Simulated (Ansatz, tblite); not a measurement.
Removing an electron: [FeNF4]- (FeNF4⁻). Charge -1, multiplicity 1. Geometry: B3LYP-D4/def2-SVPD. Ansatz, gas phase; energy differences of separate SCF runs; the oxidised species was run as a doublet alone.

Cartesian coordinates in Å:
```
Fe -0.0040 0.0183 0.0615
N -0.0946 0.4352 1.4646
F 0.5742 1.4807 -0.8199
F -1.6253 0.3854 -0.6360
F -0.5248 -1.7075 0.0564
F 1.6745 -0.6120 -0.1266
```

The xTB rows come from tblite.

| level | −HOMO (eV) | vertical IE (eV) | −LUMO (eV) | HOMO–LUMO gap (eV) | remarks |
| --- | --- | --- | --- | --- | --- |
| GFN1-xTB | 8.01 | 11.83 | 6.24 | 1.76 | – |
| GFN2-xTB | 6.06 | 9.74 | 4.15 | 1.91 | – |
| PBE-D4/def2-TZVPD | 1.36 | 4.88 | 0.13 | 1.23 | – |
| r2SCAN-D4/def2-TZVPD | 1.99 | 5.14 | 0.27 | 1.72 | spin-contaminated (⟨S²⟩ 1.02) (doublet) |

Run but left out: PBE0-D4/def2-TZVPD (singlet: restricted singlet, unstable towards broken spin symmetry).  Raw xTB energy differences between charge states are shifted by several eV; the methods need an empirical correction for them.
